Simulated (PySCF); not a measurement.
I⁺: excitation energy

I⁺ [Kr] 4d10 5s2 5p4 (3P) → I⁺ [Kr] 4d10 5s2 5p3 6s1 (5S), as a difference of total energies. All numbers are calculated (PySCF 2.14, scalar relativity through the core potential, in aug-cc-pVQZ-PP with ECP28MDF). Correlated levels: valence: 4s2 4p6 4d10 frozen. The calculations carry no spin-orbit coupling.

```json
{"method": "UHF", "excitation energy (eV)": "9.089"}
{"method": "MP2 (valence)", "excitation energy (eV)": "9.428"}
{"method": "SCS-MP2 (valence)", "excitation energy (eV)": "9.662"}
{"method": "CCSD (valence)", "excitation energy (eV)": "9.565"}
{"method": "CCSD(T) (valence)", "excitation energy (eV)": "9.560"}
```

Problem. How much does correlation contribute at CCSD(T) (valence)?

Solution. 9.560 − (9.089) = 0.471 eV, measured against UHF.

Errors of the correlated levels include the incompleteness of this basis and the frozen core.

For comparison: 9.665 eV (measured; NIST levels, between the centres of gravity of the two terms).
